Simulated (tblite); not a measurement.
C₈H₆O (charge -1 and doublet state).
Numbering: `[CH:1]#[C:2]/[C:3]([CH:4][O-:5])=[CH:6]/[C:7]#[C:8][CH3:9]` (hydrogens: H10 on C1; H11 on C4; H12 on C6; H13, H14, H15 on C9)

Computed geometry: GFN2-xTB, gas phase. This method treats the open shell by occupation alone, without spin polarisation.

**Question.** List the bond lengths, angles and torsions at this level.

**Answer.** 
```csv
bond,length (Å),order
C1≡C2,1.206,triple
C2–C3,1.407,single
C3–C4,1.411,single
C4–O5,1.248,single
C3=C6,1.414,double
C6–C7,1.378,single
C7≡C8,1.216,triple
C8–C9,1.452,single
C1–H10,1.050,single
C4–H11,1.116,single
C6–H12,1.086,single
"C9–H13, C9–H14, C9–H15",1.096,single
```

Bonds in one row agree within 0.01 Å and their mean is given. Orders are formal, as drawn. A selection of angles:
```csv
angle,degrees
C2–C1–H10,178.0
C1–C2–C3,178.4
C2–C3–C4,119.4
C2–C3–C6,117.9
C4–C3–C6,122.7
C3–C4–O5,128.2
C3–C4–H11,113.0
O5–C4–H11,118.8
C3–C6–C7,125.2
C3–C6–H12,117.9
C7–C6–H12,116.9
C6–C7–C8,177.3
C7–C8–C9,178.7
C8–C9–H13,111.2
C8–C9–H14,110.2
H13–C9–H14,108.1
```

Dihedral angles: C2–C3–C4–O5 0° (synperiplanar); C2–C3–C6–C7 180° (antiperiplanar).

The C–C distances run from 1.206 Å (C1≡C2, drawn triple in a drawing that doesn't fit all lengths) to 1.452 Å (C8–C9, drawn single in a drawing that doesn't fit all lengths), a spread of 0.246 Å. C3 (carbon bonded to 3 C) is planar (angles 122.7°, 119.4° and 117.9°, sum 360.0°, 0.00 Å off the plane of its three neighbours). The 9 heavy atoms lie in one plane (0.001 Å rms). Of the pairs four or more bonds apart, C7···H11 is among the closest relative to their van der Waals radii: 2.54 Å, 88 % of the sum of Bondi's values. C6 (carbon bonded to 2 C and H) is planar (angles 125.2°, 117.9° and 116.9°, sum 360.0°, 0.00 Å off the plane of its three neighbours). C4 (carbon bonded to C, O and H) is planar (angles 128.2°, 118.8° and 113.0°, sum 360.0°, 0.00 Å off the plane of its three neighbours).

Point group: Cs (every atom within 0.08 Å of its image). Its GFN2-xTB frequencies are all real (lowest 46 cm⁻¹). Whether the extra electron is bound in the gas phase wasn't checked; a finite basis holds it in any case. 2 starts were optimised and ended at 0.00 and 0.02 kcal/mol (GFN2-xTB); the lowest of these is shown.

One conformer stands for the species.
